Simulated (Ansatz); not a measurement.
Two structures of SiH$_{5}$O$_{3}$F, closed shell, reached by relaxing down either side of one saddle point (PBE0-D4/def2-TZVP). Energies are electronic, without zero-point energy. Ansatz 0.2.0; basis: def2-TZVPP and def2-QZVPP; cores frozen in the correlated methods. Extrapolation: Hartree–Fock as exp(−7.88 √X), correlation as X^−2.97. First:

Si1  (-0.304, 0.505, 0.374)
F2  (1.209, 0.805, -0.036)
O3  (-0.457, -1.086, 0.629)
O4  (-1.281, 0.978, -0.827)
O5  (-0.669, 1.329, 1.720)
H6  (1.397, -2.259, -1.809)
H7  (1.699, -1.645, -1.509)
H8  (-0.088, -1.679, -0.027)
H9  (-1.331, 1.912, -1.034)
H10  (-0.175, 1.140, 2.518)
(Å)

Second:

```csv
atom,x (Å),y (Å),z (Å)
Si1,-0.4562,-0.1148,-0.2636
F2,2.7047,0.2421,0.5426
O3,-0.6681,-1.6485,0.2314
O4,-1.8078,0.4053,-1.0100
O5,-0.1236,0.9728,0.9056
H6,2.3241,-0.0660,-0.2455
H7,0.7040,-0.2263,-1.1924
H8,-1.4587,-1.8635,0.7293
H9,-1.9865,1.3460,-0.9639
H10,0.7679,0.9528,1.2667
```

Question: Which bonds change from the first to the second?

Answer: SiH₃O₃F ([OH][Si]([OH])([OH])[F]) + H₂ → SiH₄O₃ ([OH][SiH]([OH])[OH]) + HF; bonds formed: Si1–H7, F2–H6; bonds broken: Si1–F2, H6–H7.

Question: Give the saddle point's structure and its height above each. (An estimate is asked for; the value comes from the calculation.)

Answer: The calculation gives: 254.0 kJ/mol above the first and 125.9 kJ/mol above the second (CCSD(T) at an estimated basis limit (MP2 extrapolated from triple and quadruple zeta, plus CCSD(T) − MP2 in triple zeta)).
```csv
atom,x (Å),y (Å),z (Å)
Si1,-0.1915,-0.1326,0.1697
F2,1.3404,1.0640,-0.4391
O3,-1.0300,-1.5121,0.4041
O4,-1.1301,0.6964,-0.8658
O5,0.1773,0.2951,1.6838
H6,1.3957,-0.1657,-0.6378
H7,1.0337,-1.0261,-0.5752
H8,-1.7082,-1.6957,-0.2478
H9,-0.7192,1.4820,-1.2337
H10,0.8318,0.9945,1.7419
```

T1 diagnostic: at most 0.013.

Labels in which every atom is bracketed show which atoms are joined, not bond orders.

For scale, one of the runs: CCSD(T)/def2-TZVPP, 236 basis functions, launched by `ansatz run in.yaml --threads 4 --pin off --events-out ev --progress --plain --max-ram 9574MiB`. Hardware: 4 CPU threads of an Arm Neoverse V2, shared host. Wall time 2.1 min; peak host memory 4.7 GiB.
